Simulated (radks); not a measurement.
Question: Excited configurations of Rb: one electron is placed in a higher orbital outside [Kr]. The ground configuration is [Kr] 5s1. Method: Dirac Kohn-Sham, LDA (Slater exchange, Perdew-Wang correlation), spin-unpolarised, spherical densities, finite nucleus; open shells are shared between the two j in proportion to 2j + 1; Fermi nuclear charge, rms radius 4.2036 fm; computed with a radial shooting solver on a logarithmic mesh with Libxc functionals. Excitation = E - E(ground); binding = E(ion) - E, where the ion is the core of charge +1; n* = 1/sqrt(2 binding) in atomic units, and the quantum defect is n - n*. Eigenvalue and <r> are those of j = l + 1/2.

outer orbital  excitation (eV)  binding (eV)     n*  quantum defect  eigenvalue (eV)  <r> (bohr)
6p                       2.890         1.384  3.135           2.865           -0.812       14.90
6d                       3.463         0.811  4.095           1.905           -0.488       24.67
6f                       3.823         0.451  5.491           0.509           -0.287       44.85
7p                       3.421         0.853  3.994           3.006           -0.537       25.24

Estimate the row for 7f.

Answer: excitation (eV) 3.934; binding (eV) 0.340; n* 6.323; quantum defect 0.677; eigenvalue (eV) -0.226; <r> (bohr) 62.45. The Delta-SCF ionisation energy is 4.274 eV (NIST Atomic Spectra Database: 4.177 eV, measured). Self-interaction in the functional shifts the binding energies and quantum defects, so they are the method's values and not measured ones. Spin polarisation and multiplet splitting are left out, so open shells lie too high by an amount that depends on their filling.

Beside tabulated values, note that spin-unpolarised runs miss the spin-polarisation part of the exchange energy of open shells.
